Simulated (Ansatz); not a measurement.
Z-matrix (Å, degrees):
```
Ge
C 1 1.899
N 1 1.837 2 47.4
F 1 1.739 2 114.7 3 103.3
H 1 1.517 2 135.7 3 -93.1
H 2 1.089 1 115.3 3 -110.1
H 2 1.086 1 123.3 3 103.4
H 3 1.013 1 119.6 2 105.4
```

The species carries charge 0 and has multiplicity 1.

**Question.** List the r2SCAN/def2-TZVPP orbital energies in eV (Ansatz 0.2.0). (Estimate.)

**Answer.** The calculation gave: Occupied: -10835.09, -1350.12, -1200.18, -1200.17, -1200.14, -665.58, -385.23, -274.21, -168.41, -118.15, -118.10, -118.03, -32.03, -31.47, -31.38, -31.35, -31.31, -29.63, -23.19, -16.70, -14.26, -12.46, -11.42, -10.53, -10.08, -9.89, -8.70, -7.51, -5.80. Lowest empty: -0.99, -0.16, 0.39, 1.86, 2.42, 2.81, 4.26, 4.41.
